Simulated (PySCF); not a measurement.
C₃H₁₁AlOSi, SMILES C[SiH2][O][Al]([CH3])[CH3] at its GFN2-xTB optimised geometry (Å):

```
17

Si    -1.2236     1.7065    -0.0293
C     -0.1827     2.8209    -1.1590
O     -0.5678     0.2142     0.0000
Al     0.1658    -1.3047     0.0000
C      2.1608    -1.3047     0.0000
C     -1.0747    -2.8660    -0.0025
H     -1.2136     2.1971     1.3538
H     -2.5897     1.5625    -0.5449
H      0.8445     2.8922    -0.8112
H     -0.1563     2.4413    -2.1773
H     -0.5910     3.8264    -1.1926
H      2.5592    -0.7955    -0.8829
H      2.5897    -2.3083     0.0164
H      2.5575    -0.7665     0.8663
H     -1.7285    -2.8526    -0.8797
H     -1.7357    -2.8482     0.8693
H     -0.5559    -3.8264     0.0017
```

Method: CAM-B3LYP/def2-SVP (PySCF).

Map of the HOMO−1 amplitude (bohr^(-3/2)) on the plane z = 1.5 Å; orbital energy -9.63 eV, overall sign arbitrary:

```
|8888888888888888888888888888888|
|8888888888888888888888888888888|
|8888888888888888888888888888888|
|8888888888888888888888888888888|
|8888888888888888888888888888888|
|8888888888888888888888888888888|
|8888888888877788888888888888888|
|8888888887776778888888888888888|
|8888888887654567888888888888888|
|8888888877520367888888888888888|
|8888888877520367888888888888888|
|8888888887644567888888888888888|
|8888888887766778888888888888888|
|8888888888888888888888888888888|
|8888888888889999988888888888888|
|8888888888899999988888888888888|
|8888888888899999988888888888888|
|8888888888899999988888888888888|
|8888888888899999988888888888888|
|8888888888889999988888888888888|
|8888888888888999988888888888888|
|8888888888888899888888888888888|
|8888888888888888888888888888888|
|8888888888888888888888888888888|
|8888888888888888888888888888888|
|8888888888888888888888888888888|
|8888888888888888888888888888888|
|8888888888888888888888888888888|
|8888888888888888888888888888888|
|8888888888888888888888888888888|
|8888888888888888888888888888888|
```
Scale: ten equal steps from -0.159 (start of '0') to 0.023 (end of '9'), in the order '0123456789'; x runs from -6.00 to 6.00, y from -6.00 (bottom) to 6.00 (top).
